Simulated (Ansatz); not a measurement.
The cluster SrSe2. Total charge 0; triplet. Geometry PBE-D4/def2-TZVPD, that of the charge -1 doublet; atoms count from 1.

```xyz
3

Sr    0.014   -0.002    0.004
Se   -0.810   -0.967    2.429
Se    0.796    0.969   -2.433
```

In the def2 sets Sr takes a core potential; there is no spin–orbit coupling. The structure comes from a short search, and lower isomers may exist.

(1) Estimate the Mulliken populations from the PBE0/def2-TZVPD orbitals of Ansatz.

(2) Where does the spin sit?

(3) And the Mayer bond orders between bonded heavy atoms (over 0.3)?

## Answers

(1) 
```tsv
atom	charge (e)	spin (α − β)
Sr1	1.24	-0.05
Se2	-0.62	1.02
Se3	-0.62	1.02
```
Mulliken values and Mayer orders depend strongly on the basis. With diffuse functions, as here, like atoms can get unlike values, and bond orders can come out too low or too high.

(2) Summed by element: Sr -0.05, Se 2.05, of 2 unpaired in all. Largest on single atoms: Se2 1.02, Se3 1.02, Sr1 -0.05.

(3) Sr1–Se2 0.57 (2.74 Å); Sr1–Se3 0.57 (2.74 Å).
